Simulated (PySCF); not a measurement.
**Interval between two levels of Tl(3+) by level of theory**

Tl(3+) [Xe] 4f14 5d10 → Tl(3+) [Xe] 4f14 5d9 6p1 [3F4, M_J = 4], as a difference of total energies. Computed with PySCF 2.14 in x2c-TZVPall-2c (11s11p9d3f, 110 functions), with the two-component X2C-1e Hamiltonian. Correlated levels: [Kr] 4d10 4f14 frozen; the 24 highest virtual spinors dropped. "Screened" scales the spin-orbit matrix elements by Boettger's factors to mimic the two-electron term; Breit and QED terms are absent.

```csv
method,interval between two levels (cm⁻¹)
GHF (screened spin-orbit),165050
GMP2 (screened spin-orbit),167410
```

The labels give the starting determinants; with spin-orbit coupling the two ends relaxed to ⟨J²⟩ = 0.00, ⟨L²⟩ = 0.19, ⟨S²⟩ = 0.19 and ⟨J²⟩ = 20.03, ⟨L²⟩ = 12.20, ⟨S²⟩ = 2.19.
